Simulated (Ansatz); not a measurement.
Correlation energies of AsH3OSSe, SMILES `O[As](S)[SeH]` by basis set

Cartesian coordinates in Å:
```
O -1.2122 -1.0144 1.1378
As 0.2609 -1.1647 0.1578
S -0.5912 -0.1391 -1.6676
Se 1.6490 0.6188 0.9649
H -1.5197 -0.1035 1.2043
H 0.6154 0.1289 -2.1945
H 0.7977 1.6740 0.3974
```

Total charge 0; spin multiplicity 1. Correlated methods include outer-core shells of As, Se, which these sets cover unevenly. Scalar relativity is left out up to krypton. Geometry: relaxed with PBE0-D4/def2-TZVP. It is one conformer, not always the lowest. Frozen core, restricted reference, Ansatz.

| basis | HF (Eh) | MP2 corr. | CCSD corr. | (T) | CCSD(T) total |
| --- | --- | --- | --- | --- | --- |
| def2-SVP | -5107.45452 | -0.78773 | -0.81166 | ? | ? |
| def2-TZVPP | -5108.27848 | -0.95970 | ? | -0.04181 | ? |
| def2-QZVPP | ? | ? | – | – | – |

(1) Fill in the withheld values. (Best estimate.)

Answers

(1) The calculation gave: def2-SVP (T): -0.02357; def2-SVP CCSD(T) total: -5108.28975; def2-TZVPP CCSD corr.: -0.98241; def2-TZVPP CCSD(T) total: -5109.30270; def2-QZVPP HF (Eh): -5108.38665; def2-QZVPP MP2 corr.: -1.58236.
